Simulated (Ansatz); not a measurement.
A nudged elastic band was laid between two geometries of AlClH$_{5}$OP (9 atoms, charge 0, multiplicity 1).

Method: RKS PBE0/def2-SVP (Ansatz).

```json
{"movable images": "5", "climbing image": "yes", "spring": "5.0 eV/Å²", "optimiser": "quadratic models (default)", "start path": "through a guess of the saddle point", "force threshold": "0.05 eV/Å", "iteration limit": "60", "end points": "relaxed"}
```

Image 0:

```xyz
9
Properties=species:S:1:pos:R:3
Al 0.024 -0.011 0.018
Cl 0.448 -0.997 1.878
H 1.233 0.474 -0.878
O -1.446 -0.408 -0.766
H -2.101 -1.026 -0.440
P -0.562 2.172 1.232
H -1.043 3.333 0.571
H 0.478 2.766 1.991
H -1.545 2.069 2.247
```

Image 6:

```xyz
9
Properties=species:S:1:pos:R:3
Al 0.019 0.711 0.540
Cl 0.042 -0.408 2.398
H 0.888 0.083 -0.638
O -1.772 -0.085 0.092
H -1.838 -0.564 -0.745
P -0.339 3.021 0.602
H -0.633 3.048 2.000
H 1.054 3.288 0.794
H -1.936 -0.721 0.810
```

(1) What changes between the two ends?

(2) What energy profile does the band end with?

(3) What is the geometry of the highest image?

Answers

(1) Bonds broken: P6–H9. Bonds formed: O4–H9.

(2) The forces met the threshold. The highest image is number 3 of 0 to 6, 166.2 kJ/mol above the first end and 134.2 kJ/mol above the last; the last end lies 31.9 kJ/mol above the first. Neighbouring images differ by up to 1.3 eV, so the band resolves the path poorly. A vibrational analysis at the climbing image gives one clearly imaginary mode, 413i cm⁻¹: a first-order saddle point. The orbitals stay closed-shell, which can raise the energy where a bond breaks towards radicals; this wasn't checked here.

| image | path coordinate (Å) | energy (kJ/mol) | P6–H9 (Å) | O4–H9 (Å) |
| --- | --- | --- | --- | --- |
| 0 | 0.00 | 0.0 | 1.42 | 3.90 |
| 1 | 1.20 | 3.8 | 1.42 | 4.18 |
| 2 | 2.40 | 43.6 | 1.42 | 3.64 |
| 3 | 3.60 | 166.2 | 2.02 | 3.14 |
| 4 | 5.24 | 153.3 | 3.71 | 3.18 |
| 5 | 6.87 | 115.1 | 3.60 | 1.26 |
| 6 | 8.50 | 31.9 | 4.07 | 0.97 |

(3) 
```xyz
9
Properties=species:S:1:pos:R:3
Al -0.161 0.371 0.022
Cl -0.296 -0.275 2.388
H 1.298 -0.033 -0.423
O -1.618 -0.133 -0.709
H -1.758 -0.976 -1.143
P -0.447 2.664 0.651
H -1.613 2.728 1.464
H 0.504 2.933 1.675
H -0.422 1.095 1.926
```

Run time: 3.9 min on 2 threads of Arm Neoverse V1, on a shared host, peak memory 0.2 GiB.
